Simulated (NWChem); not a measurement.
# hydrogen telluride (H₂Te) in NWChem

```xyz
3

Te     0.0000     0.0000     0.0441
H     -1.1845     0.0000    -1.1474
H      1.1845     0.0000    -1.1474
```
Charge 0, spin multiplicity 1.

Everything below was run with NWChem. The geometry was optimised at PBE/def2-SVP with def2 effective core potentials on Te, a minimum by its harmonic frequencies.

Symmetry labels belong to the abelian group C2v used in the runs, with the axes of the coordinates shown; states degenerate in a higher group split over its labels.

Effective core potentials replace the inner electrons of Te; spin-orbit coupling is left out.

Problem. List the lowest 4 singlet excitations that CIS/def2-SVPD with def2 effective core potentials on Te gives, with oscillator strengths.

Solution. 
```tsv
state	symmetry	energy (eV)	wavelength (nm)	f
1	a2	4.30	288	0.000
2	b2	5.36	231	0.038
3	a2	6.90	180	0.000
4	b2	6.95	178	0.000
```
